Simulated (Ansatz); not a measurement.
C2H15GeNSi3, SMILES `C[SiH](C)[N]([GeH3])[SiH2][SiH3]`, charge 0, multiplicity 1.

(1) Give a relaxed structure at PBE0-D4/def2-TZVP (Ansatz 0.2.0). (Best estimate.)

Results:

(1) The calculation gave: 
Cartesian coordinates in Å:
```
C 1.5680 2.3692 0.4051
Si 1.1273 0.5563 0.4948
C 0.5317 0.1139 2.2080
N -0.0890 0.1611 -0.6851
Ge 0.3569 0.2927 -2.4801
Si -1.6826 -0.4021 -0.3221
Si -1.7538 -2.7010 0.1443
H 2.3580 2.6115 1.1215
H 1.9286 2.6446 -0.5895
H 0.6981 2.9914 0.6325
H 2.3583 -0.2327 0.1900
H 0.2706 -0.9437 2.2911
H 1.3304 0.3143 2.9278
H -0.3384 0.7058 2.5018
H -0.0433 -1.0103 -3.1939
H -0.3847 1.4808 -3.1176
H 1.8772 0.5077 -2.5537
H -2.2812 0.3534 0.8146
H -2.5376 -0.1561 -1.5219
H -1.2123 -3.4725 -1.0088
H -3.1504 -3.1533 0.3992
H -0.9321 -3.0310 1.3422
```
This is one stationary point; other conformers may exist.
